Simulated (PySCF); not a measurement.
**A computed series [M(H2O)3]3+**

Computed with PySCF 2.14.0, r2SCAN, def2-SVP on the ligands, density fitting, scalar-relativistic core potentials, no spin-orbit coupling, vacuum. Each member is relaxed from one template within its symmetry. Distances are means of the shortest metal–ligand contacts, charges and spins Mulliken's; removal energies are rigid, with the ligand's formal charge and no counterpoise, so too large; for an anion taken off a cation in vacuum most of it is the attraction of opposite charges, and multiply charged cations can part far more cheaply with an electron moved from ligand to metal. lcecp potentials hold a fixed number of 4f electrons in the core, out of states, spins and gaps.

```json
{"metal": "La", "basis on the metal": "lcecp-1-SVP with ECP46", "point group": "D3", "M–H2O (Å)": "2.416", "charge on M (e)": "2.07", "removal of one H2O (eV)": "3.39", "unstable modes (below −25 cm⁻¹)": "not given"}
{"metal": "Ce", "basis on the metal": "lcecp-1-SVP with ECP47", "point group": "D3, nearly D3h", "M–H2O (Å)": "2.393", "charge on M (e)": "2.06", "removal of one H2O (eV)": "3.45", "unstable modes (below −25 cm⁻¹)": "not given"}
{"metal": "Er", "basis on the metal": "lcecp-1-SVP with ECP57", "point group": "D3", "M–H2O (Å)": "2.231", "charge on M (e)": "1.94", "removal of one H2O (eV)": "3.96", "unstable modes (below −25 cm⁻¹)": "not given"}
```

Question: A further member has point group D3, M–H2O (Å) 2.260, charge on M (e) 1.96, removal of one H2O (eV) 3.87. Which metal is it?

Answer: Dy, lcecp-1-SVP with ECP55. The answer isn't unique; the calculation gave this one.

From La to Er the M–H2O distance shrinks by 0.19 Å, the lanthanide contraction, and the energy to remove one H2O rises by 0.57 eV.

Moved off a saddle point of the template and relaxed again: La, Ce, Dy, Er. One start shape was tried for each, so a minimum needn't be the lowest isomer.
